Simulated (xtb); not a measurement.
germanium monotelluride (GeTe), singlet, at a GFN2-xTB geometry, atoms displaced at random by about 0.1 Å a coordinate; xtb 6.7.1 with GFN1-xTB.

xtb was given this input:
```
$ xtb mol.xyz --gfn 1 --opt --input xcontrol --json

# file mol.xyz
2

Ge    -0.14762245     0.19976917    -1.51553273
Te    -0.01596392    -0.04337837     0.92736961

# file xcontrol
$opt
  engine=lbfgs
$end
```

What the program printed (banner, timings and long lists left out):

```
   ID    Z sym.   atoms
    1   32 Ge     1
    2   52 Te     2

           -------------------------------------------------
          |                Calculation Setup                |
           -------------------------------------------------

           -------------------------------------------------
          |                 G F N 1 - x T B                 |
           -------------------------------------------------

          ...................................................
          :                      SETUP                      :
          :.................................................:
          :  # basis functions                  20          :
          :  # atomic orbitals                  18          :
          :  # shells                            6          :
          :  # electrons                        10          :
          :  # halogen bonds                     0          :
          :  max. iterations                   250          :
          :  Hamiltonian                  GFN1-xTB          :
          :  restarted?                      false          :
          :  GBSA solvation                  false          :
          :  PC potential                    false          :
          :  electronic temp.          300.0000000     K    :
          :  accuracy                    1.0000000          :
          :  -> integral cutoff          0.2500000E+02      :
          :  -> integral neglect         0.1000000E-07      :
          :  -> SCF convergence          0.1000000E-05 Eh   :
          :  -> wf. convergence          0.2000000E-04 e    :
          :  Broyden damping             0.4000000          :
          :  net charge                          0          :
          :  unpaired electrons                  0          :
          ...................................................

 iter      E             dE          RMSdq      gap      omega  full diag
   1     -5.4091002 -0.540910E+01  0.395E+00    1.95       0.0  T
   2     -5.3862475  0.228527E-01  0.689E+00    2.44       1.0  T
   3     -5.4454298 -0.591823E-01  0.296E+00    2.33       1.0  T
   4     -5.4519219 -0.649210E-02  0.153E+00    2.10       1.0  T
   5     -5.4514125  0.509332E-03  0.175E+00    2.29       1.0  T
   6     -5.4546902 -0.327768E-02  0.197E-02    2.19       3.6  T
   7     -5.4546909 -0.629923E-06  0.114E-02    2.19       6.2  T
   8     -5.4546910 -0.126652E-06  0.280E-03    2.19      25.2  T
   9     -5.4546910 -0.103366E-07  0.458E-05    2.19    1545.1  T
  10     -5.4546910 -0.819789E-12  0.244E-06    2.19   29017.7  T

   *** convergence criteria satisfied after 10 iterations ***

         :::::::::::::::::::::::::::::::::::::::::::::::::::::
         ::                     SUMMARY                     ::
         :::::::::::::::::::::::::::::::::::::::::::::::::::::
         :: total energy              -5.444864837690 Eh    ::
         :: gradient norm              0.062688041239 Eh/a0 ::
         :: HOMO-LUMO gap              2.192316725000 eV    ::
         ::.................................................::
         :: SCC energy                -5.454690991495 Eh    ::
         :: -> electrostatic           0.002998492081 Eh    ::
         :: repulsion energy           0.010352973503 Eh    ::
         :: dispersion energy         -0.000526819697 Eh    ::
         :: halogen bond corr.         0.000000000000 Eh    ::
         :: add. restraining           0.000000000000 Eh    ::
         :: total charge              -0.000000000000 e     ::
         :::::::::::::::::::::::::::::::::::::::::::::::::::::

      -----------------------------------------------------------
     |                       L-ANC optimizer                     |
      -----------------------------------------------------------
          low memory version by Sebastian Ehlert

          ...................................................
          :                      SETUP                      :
[...]
 * total energy  :    -5.2865456 Eh     change        0.1583193E+00 Eh
 * total energy  :    -5.4469545 Eh     change       -0.1604090E+00 Eh
 * total energy  :    -5.4481889 Eh     change       -0.1234338E-02 Eh
 * total energy  :    -5.4496019 Eh     change       -0.1413023E-02 Eh
 * total energy  :    -5.4497128 Eh     change       -0.1108901E-03 Eh
 * total energy  :    -5.4497154 Eh     change       -0.2570775E-05 Eh
   *** GEOMETRY OPTIMIZATION CONVERGED AFTER 6 CYCLES ***
[...]

   *** convergence criteria satisfied after 3 iterations ***

         :::::::::::::::::::::::::::::::::::::::::::::::::::::
         ::                     SUMMARY                     ::
         :::::::::::::::::::::::::::::::::::::::::::::::::::::
         :: total energy              -5.449715364649 Eh    ::
         :: gradient norm              0.000857406066 Eh/a0 ::
         :: HOMO-LUMO gap              2.345928642506 eV    ::
         ::.................................................::
         :: SCC energy                -5.470412500895 Eh    ::
         :: -> electrostatic           0.001996883531 Eh    ::
         :: repulsion energy           0.021224161895 Eh    ::
         :: dispersion energy         -0.000527025649 Eh    ::
         :: halogen bond corr.         0.000000000000 Eh    ::
         :: add. restraining           0.000000000000 Eh    ::
         :: total charge              -0.000000000000 e     ::
         :::::::::::::::::::::::::::::::::::::::::::::::::::::

           -------------------------------------------------
          |                Property Printout                |
           -------------------------------------------------

    * Orbital Energies and Occupations

         #    Occupation            Energy/Eh            Energy/eV
      -------------------------------------------------------------
         1        2.0000           -1.0748778             -29.2489
         2        2.0000           -0.4732125             -12.8768
         3        2.0000           -0.3626631              -9.8686
         4        2.0000           -0.3626631              -9.8686
         5        2.0000           -0.3560264              -9.6880 (HOMO)
         6                         -0.2698151              -7.3420 (LUMO)
         7                         -0.2698151              -7.3420
         8                         -0.0994208              -2.7054
         9                         -0.0936564              -2.5485
        10                         -0.0936564              -2.5485
        11                          0.0019432               0.0529
        12                          0.0019432               0.0529
        13                          0.0305573               0.8315
        14                          0.0305573               0.8315
        15                          0.1302046               3.5430
        16                          0.1377159               3.7474
       ...                                ...                  ...
        18                          0.6786820              18.4679
      -------------------------------------------------------------
                  HL-Gap            0.0862113 Eh            2.3459 eV
             Fermi-level           -0.3129208 Eh           -8.5150 eV

  Mulliken/CM5 charges         n(s)   n(p)   n(d)
     1Ge    0.12750  0.08019   1.802  1.793  0.278
     2Te   -0.12750 -0.08019   2.025  4.105 -0.002

Wiberg/Mayer (AO) data.
largest (>0.10) Wiberg bond orders for each atom

 ---------------------------------------------------------------------------
     #   Z sym  total        # sym  WBO       # sym  WBO       # sym  WBO
 ---------------------------------------------------------------------------
     1  32 Ge   2.567 --     2 Te   2.567
     2  52 Te   2.567 --     1 Ge   2.567
 ---------------------------------------------------------------------------

Topologies differ in total number of bonds
Writing topology from bond orders to xtbtopo.mol

 dipole moment from electron density (au)
     X       Y       Z
  -0.0450   0.0831  -0.8352  total (Debye):    2.136

optimized geometry written to: xtbopt.xyz

           -------------------------------------------------
          | TOTAL ENERGY               -5.449715364649 Eh   |
          | GRADIENT NORM               0.000857406066 Eh/α |
          | HOMO-LUMO GAP               2.345928642506 eV   |
           -------------------------------------------------
```
